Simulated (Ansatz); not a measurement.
FH3O2SZr (`[OH][Zr]([OH])([F])[SH]`), charge 0, multiplicity 1.

Question: Give a relaxed structure at PBE0-D4/def2-TZVP (Ansatz 0.2.0). (Estimate.)

Answer: Computed: 
Cartesian coordinates in Å:
```
O -1.353 1.440 0.049
Zr -0.214 -0.044 -0.304
O -0.123 -1.319 1.111
F -0.792 -0.963 -1.877
S 2.030 0.920 -0.654
H -1.991 2.083 0.345
H -0.166 -1.822 1.919
H 2.609 -0.295 -0.589
```
